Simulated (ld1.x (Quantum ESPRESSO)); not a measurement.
## Before and after: PAW potential for B (Z = 5)

ld1.x (Quantum ESPRESSO) 7.5 input, shortened:

```
&input
   title='B', zed=5., rel=0, dft='PZ', iswitch=3,
   config='[He] 2s2 2p1'
 /
 &inputp
   pseudotype=3, lpaw=.true., tm=.true., lloc=-2, rcloc=2.10,
   nlcc=.true., new_core_ps=.true., rcore=1.45,
   which_augfun='PSQ', rmatch_augfun_nc=.true.
 /
4
2S  1  0   2.00   0.00  1.20  1.40  0.0
2S  1  0   0.00  -0.30  1.20  1.40  0.0
2P  2  1   1.00   0.00  3.45  3.85  0.0
2P  2  1   0.00   0.45  3.45  3.85  0.0
 &test
   configts(1)='2s2 2p1'
 /
```

Change: core correction Bessel-smoothed model core inside 0.92 bohr.

Cutoffs: the cutoffs (Ry, on a coarse ladder) from which the occupation-weighted sum of valence levels, in a spherical-Bessel basis at the reference potential, stays within 10 and 1 mRy of its value at 400 Ry; they do not see the model core or the augmentation charge, which bear on the density cutoff. Errors are all-electron minus pseudo energies relative to the spin-unpolarised reference configuration.

Problem. What does the change do?

Solution. The potential gets neither clearly harder nor softer (8 Ry and 18 Ry → 8 Ry and 18 Ry); the errors of the 9 common tests hardly move; neither file shows a bound ghost. A model core, the more so a compact one, raises the density cutoff, which this test does not measure.

```tsv
quantity	base	changed
cutoff, loose	8 Ry	8 Ry
cutoff, tight	18 Ry	18 Ry
bound ghosts	none	none
error for 2s2 2p0, meV [ΔE 8.33 eV]	+3.5	+3.4
error for 2s1 2p0, meV [ΔE 33.63 eV]	-28	-28
error for 2s2 2p0.5, meV [ΔE 2.94 eV]	+0.4	+0.3
error for 2s2 2p1.3, meV [ΔE -0.77 eV]	+0.6	+0.6
error for 2s0 2p3, meV [ΔE 11.39 eV]	-2.5	-2.4
error for 2s1 2p2, meV [ΔE 5.68 eV]	+14	+14
error for 2s1 2p1, meV [ΔE 14.28 eV]	-2.4	-2.2
error for 2s2 2p1 (spin-polarised), meV [ΔE -0.24 eV]	+5.0	+5.0
error for 2s1 2p0 (spin-polarised), meV [ΔE 32.90 eV]	-29	-29
s: phases at 4.20 bohr within 0.05 rad from the reference energy up to (Ry; the scan ends near 5)	to the end of the scan	to the end of the scan
p: phases at 4.20 bohr within 0.05 rad from the reference energy up to (Ry; the scan ends near 5)	1.4	1.4
lowest overlap eigenvalue by channel	s 0.60, p 0.22	s 0.60, p 0.22
```
